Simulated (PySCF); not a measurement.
CoHF, quartet: computed properties

These are results of UPBE0 in PySCF with Co def2-TZVP, H def2-TZVP, F def2-TZVP; no relativity; density-fitted integrals, not measurements.

The structure is a minimum.

```xyz
3
charge 0 multiplicity 4, angstrom
Co   -0.3959    0.0000   -0.0949
H    -1.9553    0.0000    0.0663
F     1.3317    0.0000    0.2906
```

```json
{"Point group": "Cs", "Bond lengths": "Co–F 1.770 Å, Co–H 1.568 Å", "Bond angles": "F–Co–H 161.5°", "Zero-point energy": "16.4 kJ/mol", "Dipole moment": "1.90 D", "Lowest empty level (β)": "-3.47 eV", "Entropy at 298.15 K and 1 bar (electronic part: spin only)": "259.7 J/(mol K)", "Highest occupied level (α)": "-8.57 eV", "Atomisation energy without zero-point energy": "706 kJ/mol", "Rotational constants": "74.24, 0.3462, 0.3446 cm⁻¹", "Principal polarisabilities": "20.1, 20.2, 32.6 bohr³", "Enthalpy at 298.15 K above 0 K": "11.70 kJ/mol", "Heat capacity Cp at 298.15 K": "44.8 J/(mol K)", "Spin squared ⟨S²⟩": "3.764", "Rotational symmetry number": "1", "Principal quadrupole moments (Buckingham, traceless) about the centre of mass": "-9.87, 4.72, 5.15 D Å"}
```

Harmonic modes (masses in u: Co 58.933, H 1.008, F 18.998):
```json
{"symmetry": "a'", "ω (cm⁻¹)": "208", "IR (km/mol)": "162"}
{"symmetry": "a'", "ω (cm⁻¹)": "661", "IR (km/mol)": "99.6"}
{"symmetry": "a'", "ω (cm⁻¹)": "1867", "IR (km/mol)": "147"}
```

Charges (e):
| atom | Mulliken | Löwdin | polar tensor | spin (Mulliken) | Mayer order to Co1 |
| --- | --- | --- | --- | --- | --- |
| Co1 | 0.70 | 0.55 | 1.15 | 2.98 | – |
| H2 | -0.16 | -0.19 | -0.40 | -0.06 | 0.97 |
| F3 | -0.54 | -0.36 | -0.75 | 0.08 | 0.77 |

Mulliken populations on Co1: s 6.67, p 12.36, d 7.27, f 0.00.

Outer orbital energies (eV). α occupied: -13.12, -12.67, -11.94, -11.51, -10.17, -10.11, -9.64, -8.57; empty: -0.61, 0.92, 1.31, 3.33. β occupied: -11.89, -11.09, -10.47, -9.58, -8.92, -8.66; empty: -3.47, -3.08, -2.97, 0.48.

Other isomers or separated fragments may lie lower. Other spin states or occupations of the open shell can lie lower.

The final relaxation and frequency run took 84 s on 2 threads of a shared Arm Neoverse V1 host, with 82 basis functions and 14 gradients; the process peaked at 0.85 GiB. Launch command: `OMP_NUM_THREADS=2 python axn.py task.json out`.
